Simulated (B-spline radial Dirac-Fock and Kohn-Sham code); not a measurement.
**Widths and yields of inner-shell holes in Br⁻**

System: the Br⁻ ion, [Ar] 3d10 4s2 4p6, inside a Watson sphere of charge +1 and radius 1.666 Å (a model of the Madelung potential; inside it an electron's potential energy is lowered by 8.6 eV).

Method: independent-particle rates on relativistic LDA orbitals of the hole state (multipoles up to L = 3, Coulomb Auger matrix elements, transition energies from Dirac-Fock). Computed with a radial B-spline solver.

Partial widths are in eV. Coster-Kronig decay leaves a hole in the same principal shell; its rates are the weakest part of the model, often 1.5 to 2.5 times too large and more for N holes. Holes without an open Auger channel, or with an unreliable SCF state, are not listed.

| hole | radiative | Auger | Coster-Kronig | total | fluorescence yield | lifetime (fs) |
| --- | --- | --- | --- | --- | --- | --- |
| 1s | 1.52 | 0.919 | 0 | 2.44 | 0.623 | 0.270 |
| 2s | 0.0151 | 0.713 | 7.63 | 8.35 | 0.00181 | 0.0788 |
| 2p1/2 | 0.0217 | 1.04 | 0.0982 | 1.16 | 0.0187 | 0.568 |
| 2p3/2 | 0.0212 | 1.09 | 0 | 1.11 | 0.0190 | 0.591 |
| 3s | 0.000155 | 0.0561 | 5.01 | 5.07 | 3.07e-05 | 0.130 |
| 3p1/2 | 0.000286 | 0.0589 | 3.27 | 3.33 | 8.60e-05 | 0.198 |
| 3p3/2 | 0.000258 | 0.0600 | 2.86 | 2.92 | 8.84e-05 | 0.225 |
| 3d3/2 | 4.24e-06 | 0.0850 | 0 | 0.0850 | 4.99e-05 | 7.74 |
| 3d5/2 | 3.98e-06 | 0.0857 | 0 | 0.0857 | 4.64e-05 | 7.68 |
